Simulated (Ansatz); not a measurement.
Sn24AsH34⁻, 59 atoms. Hardware: 11 threads of AMD EPYC 7R13 on a shared host and a whole NVIDIA H100 80GB HBM3.

In the def2 sets Sn takes a core potential; there is no spin–orbit coupling. Correlated methods freeze 105 core orbitals; core or outer-core shells of Sn, As are correlated, in sets that lack core-valence functions. Single mean-field runs in def2-SVP, def2-TZVP are fitted with def2-universal-jkfit.

Problem. How many basis functions does each of these Ansatz runs have, and roughly what does it cost? PBE0-D4/def2-SVP, charge -1 singlet, energy, from earlier orbitals; PBE0-D4/def2-TZVP, charge 0 doublet at the geometry of the charge -1 singlet, energy; RPA@PBE/def2-SVP, charge -1 singlet, energy, from earlier orbitals; r2SCAN-D4/def2-SVP, charge -1 singlet, relaxation, 21 steps; PBE0-D4/def2-TZVP, charge -1 triplet, energy, from earlier orbitals; PBE-D4/def2-TZVP, charge -1 singlet, energy and forces, from earlier orbitals; PBE-D4/def2-SVP, charge -1 singlet, energy, from earlier orbitals; r2SCAN-D4/def2-TZVP, charge 0 doublet at the geometry of the charge -1 singlet, energy, from earlier orbitals; MP2/def2-SVP, charge -1 singlet, energy, from earlier orbitals; PBE0-D4/def2-TZVP, charge -1 singlet, energy, from earlier orbitals; r2SCAN-D4/def2-SVP, charge -1 triplet, relaxation, 16 steps; r2SCAN-D4/def2-TZVP, charge -1 triplet, energy, from earlier orbitals.

Solution. Other jobs shared the machine, so times can vary by a factor of up to 3.

```
                                                                                                          run  functions  fitting or Cholesky vectors  wall time  peak host memory (GiB)
                                            PBE-D4/def2-SVP, charge -1 singlet, energy, from earlier orbitals        826                         6110        9 s                     1.5
                                           PBE0-D4/def2-SVP, charge -1 singlet, energy, from earlier orbitals        826                         6110       11 s                     1.5
                                PBE-D4/def2-TZVP, charge -1 singlet, energy and forces, from earlier orbitals       1452                         6110       16 s                       2
                                        r2SCAN-D4/def2-TZVP, charge -1 triplet, energy, from earlier orbitals       1452                         6110       19 s                     2.7
                                          PBE0-D4/def2-TZVP, charge -1 singlet, energy, from earlier orbitals       1452                         6110       21 s                     1.7
r2SCAN-D4/def2-TZVP, charge 0 doublet at the geometry of the charge -1 singlet, energy, from earlier orbitals       1452                         6110       21 s                     2.7
                                               MP2/def2-SVP, charge -1 singlet, energy, from earlier orbitals        826                        10257       26 s                       3
                                           RPA@PBE/def2-SVP, charge -1 singlet, energy, from earlier orbitals        826                        10257       29 s                     9.6
                                          PBE0-D4/def2-TZVP, charge -1 triplet, energy, from earlier orbitals       1452                         6110       35 s                     2.2
                         PBE0-D4/def2-TZVP, charge 0 doublet at the geometry of the charge -1 singlet, energy       1452                         6110       40 s                     2.8
                                                  r2SCAN-D4/def2-SVP, charge -1 triplet, relaxation, 16 steps        826                         6110    2.2 min                     1.8
                                                  r2SCAN-D4/def2-SVP, charge -1 singlet, relaxation, 21 steps        826                         6110    2.2 min                     1.7
```
